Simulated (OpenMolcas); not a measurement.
Values are calculated unless marked as measured or tabulated.
Nb4+: input and output

Nb4+ with 4 ligands (chloride) in tetrahedral coordination (Td) at 2.31 Å. Ligand basis ANO-RCC-VDZP.

Input:

```
&GATEWAY
Coord
5

Nb 0.0 0.0 0.0
Cl 1.333679 1.333679 1.333679
Cl 1.333679 -1.333679 -1.333679
Cl -1.333679 1.333679 -1.333679
Cl -1.333679 -1.333679 1.333679
Basis=Nb.ANO-RCC-VDZP,Cl.ANO-RCC-VDZP
Group=NoSym
NoMove
AngMom=0.0 0.0 0.0
AMFI
RICD
&SEWARD
&RASSCF
FileOrb=start.orb
Symmetry=1
Spin=2
nActEl=1 0 0
Inactive=54
Ras2=5
CIRoot=5 5 1
SDav=5
CIMx=300
Iter=150 100
PrWF=0.3
OrbListing=Nothing
MaxOrb=0
LevShft=1.0
>>> COPY $Project.JobIph JOB001
&RASSI
NrOfJobIphs=1 5
1 2 3 4 5
IphNames
JOB001
EJob
SpinOrbit
DIPRint=1.0
SOCoupling=1000.0
Subsets=2
Property=9
'ANGMOM' 1 'ANGMOM' 2 'ANGMOM' 3 'MLTPL  1' 1 'MLTPL  1' 2 'MLTPL  1' 3
'AMFI' 1 'AMFI' 2 'AMFI' 3
SOProperty=3
'ANGMOM' 1 'ANGMOM' 2 'ANGMOM' 3
```

Launched by
```bash
OMP_NUM_THREADS=1 MOLCAS_MEM=2457 MOLCAS_PROJECT=a pymolcas a.inp > a.log  # once for each step of the input, in one work folder
```

A driver script runs the steps one by one and writes start.orb anew before each from the orbitals found so far.

Output, cut to the results:

```
--- SEWARD ---
Basis set label: NB.ANO-RCC...6S5P3D1F.

      Electronic valence basis set:
      ------------------
      Associated Effective Charge  41.000000 au
      Associated Actual Charge     41.000000 au
      Nuclear Model: Point charge

      Shell  nPrim  nBasis  Cartesian Spherical Contaminant
         s      21       6        X
         p      18       5        X
         d      13       3                 X
         f       6       1                 X
                  Relativistic Douglas-Kroll-Hess integrals:
                    - DKH order of Hamiltonian: 2
                    - DKH order of Properties : 0
                  Atomic mean-field integrals
--- RASSCF ---
Wave function specifications:
      -----------------------------

      Number of closed shell electrons         108
      Number of electrons in active shells       1
      Max number of holes in RAS1 space          0
      Max nr of electrons in RAS3 space          0
      Number of inactive orbitals               54
      Number of active orbitals                  5
      Number of secondary orbitals              56
      Spin quantum number                      0.5
      State symmetry                             1
Orbital specifications:
      -----------------------

      Symmetry species                           1
                                                 a
      Frozen orbitals                            0
      Inactive orbitals                         54
      Active orbitals                            5
      RAS1 orbitals                              0
      RAS2 orbitals                              5
      RAS3 orbitals                              0
      Secondary orbitals                        56
      Deleted orbitals                           0
      Number of basis functions                115
      Number of CSFs                             5
      Number of root(s) required                 5
      Iter CI   SX   CI       RASSCF       Energy    max ROT     max BLB   max BLB  Level Ln srch  Step   QN
          iter iter root      energy       change     param      element    value   shift minimum  type update
 Nr of preliminary CI iterations:   1
      Total energies have been shifted. Add                -5000.00 au
        1   1    9    0  -659.76305089    0.00E+00  -1.20E-01*  18  79 1 -2.32E-01*  1.03   0.00    SX    NO
        2   1    9    0  -660.43182811   -6.69E-01* -6.16E-02   41  56 1  1.08E-01*  0.79   0.00    SX    NO
        3   1    9    0  -660.67695359   -2.45E-01*  3.06E-02   41  56 1  6.34E-02*  0.67   0.00    SX    NO
        4   1    9    0  -660.74588593   -6.89E-02*  1.65E-02   16  77 1  3.48E-02*  0.73   0.00    SX    NO
        5   1    9    0  -660.76515823   -1.93E-02*  1.87E-02   41  56 1  1.77E-02*  0.74   2.41    LS   YES
        6   1    9    0  -660.77500040   -9.84E-03*  1.46E-02   12  57 1  6.31E-03*  0.75   1.25    QN   YES
        7   1    8    0  -660.77671202   -1.71E-03*  7.91E-03   18  79 1 -5.88E-03*  0.74   1.57    LS   YES
        8   1    8    0  -660.77697339   -2.61E-04*  4.61E-03   18  79 1 -6.15E-03*  0.74   1.06    QN   YES
        9   1    8    0  -660.77723944   -2.66E-04*  3.44E-03   21  80 1 -1.71E-03*  0.74   1.76    LS   YES
       10   1    7    0  -660.77730069   -6.13E-05*  1.47E-03   17  78 1  2.60E-03*  0.74   1.02    QN   YES
       11   1    7    0  -660.77732742   -2.67E-05*  1.37E-03   18  79 1  1.02E-03*  0.74   1.94    LS   YES
       12   1    7    0  -660.77733542   -8.00E-06* -3.12E-04   12  57 1  9.86E-04*  0.74   1.00    QN   YES
       13   1    7    0  -660.77734077   -5.35E-06* -3.33E-04   17  78 1 -2.84E-04*  0.74   2.07    LS   YES
       14   1    7    0  -660.77734277   -1.99E-06* -2.26E-04   12  57 1 -6.20E-04*  0.74   1.00    QN   YES
       15   1    6    0  -660.77734391   -1.14E-06* -2.76E-04   12  57 1 -1.95E-04*  0.74   2.22    LS   YES
       16   1    6    0  -660.77734421   -3.05E-07*  1.15E-04    9  79 1  5.53E-04*  0.74   0.75    QN   YES
       17   1    6    0  -660.77734445   -2.43E-07* -1.02E-04    9  79 1  8.90E-05   0.74   1.40    QN   YES
       18   1    5    0  -660.77734451   -5.51E-08* -2.99E-05    9  79 1 -4.66E-05   0.74   1.30    QN   YES
       19   1    5    0  -660.77734452   -1.05E-08*  1.08E-05    9  79 1 -3.02E-05   0.74   1.50    QN   YES
       20   1    5    0  -660.77734452   -3.23E-09  -7.49E-06   12  57 1 -5.36E-06   0.74   1.33    QN   YES
      Convergence after 20 iterations
...
--- RASSI ---
SPIN-FREE ENERGIES:
  (Shifted by EMIN (a.u.) =      -5660.8041035511)

 SF State       Relative EMIN(au)   Rel lowest level(eV)    D:o, cm**(-1)

     1             0.0000000000        0.0000000000              0.0000
     2             0.0000000000        0.0000000000              0.0000
     3             0.0445983798        1.2135837377           9788.2130
     4             0.0445983798        1.2135837377           9788.2130
     5             0.0445983798        1.2135837377           9788.2130
     Dipole printing threshold changed to   1.00000000E+00

++ Dipole transition strengths (spin-free states):
   -----------------------------------------------
     for osc. strength at least  1.00000000E+00

  ( Max oscillator strength is only    2.5509242147388261E-003 )
--
Eigenvalues of complex Hamiltonian:
   -----------------------------------
  (Shifted by EMIN (a.u.) =      -5660.8041035511)

 SO State       Relative EMIN(au)   Rel lowest level(eV)    D:o, cm**(-1)

     1            -0.0001876760        0.0000000000              0.0000
     2            -0.0001876760        0.0000000000              0.0000
     3            -0.0001876760        0.0000000001              0.0000
     4            -0.0001876760        0.0000000001              0.0000
     5             0.0442592687        1.2094629786           9754.9768
     6             0.0442592687        1.2094629786           9754.9768
     7             0.0442592687        1.2094629787           9754.9768
     8             0.0442592687        1.2094629787           9754.9768
     9             0.0456519538        1.2473598718          10060.6359
    10             0.0456519538        1.2473598718          10060.6359
Weights of the five most important spin-orbit-free states for each spin-orbit state.

 SO State  Total energy (au)           Spin-free states, spin, and weights
 -------------------------------------------------------------------------------------------------------
...
```

Spin-orbit levels above the lowest (labels of Td):

```json
{"E (cm-1)": "0.0", "Degeneracy": "4", "Label": "Γ8", "2S+1": "2", "g": ""}
{"E (cm-1)": "9755", "Degeneracy": "4", "Label": "Γ8", "2S+1": "2", "g": ""}
{"E (cm-1)": "10061", "Degeneracy": "2", "Label": "", "2S+1": "2", "g": "1.10 1.10 1.10"}
```

An orbital doublet at a regular site is open to a Jahn-Teller distortion, which this geometry leaves out. The least metal-like active orbital is 71 % on the metal (Löwdin) and no ligand orbital is active, so the numbers are rough. With metal d orbitals alone the field can be off either way by tens of per cent. Ligand-to-metal charge-transfer states are missing. No measured value stands beside these numbers; the geometry was imposed, not optimised, and the real ion may take another.

The RASSCF and RASSI steps took 17 s on 1 thread of Arm Neoverse V1 (shared host); the integral step is not counted.
